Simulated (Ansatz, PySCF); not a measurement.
Process, species as SMILES: BOB -> [BH]OB + H atom (the B-H bond at the site shown breaks; other sites are not compared here)
Each molecule is optimised on its own at B3LYP-D3(BJ)/def2-TZVP (Ansatz, a first-principles code), one conformer each, not searched for the lowest.

Wanted: bond dissociation energy (enthalpy at 298 K, with B3LYP-D3(BJ) rigid-rotor harmonic-oscillator terms from PySCF), in kcal/mol. Valence correlation only, unless marked. UHF or UKS for open shells. Spin-orbit coupling is left out. No relativistic terms. CBS marks a two-point X^-3 extrapolation of the correlation energy; Hartree-Fock from the larger set. [CCSD(T)-MP2]/basis is that difference in the basis named.

```csv
level,program,bond dissociation energy (kcal/mol)
HF/STO-3G,Ansatz,112.9
HF/cc-pVQZ,Ansatz,81.3
```

**Question.** What does RI-MP2/CBS(aug-cc-pVTZ,aug-cc-pVQZ)+[CCSD(T)-MP2]/aug-cc-pVTZ (Ansatz) give?

**Answer.** 103.9 kcal/mol, so HF/cc-pVQZ differs from it by -22.6 kcal/mol.
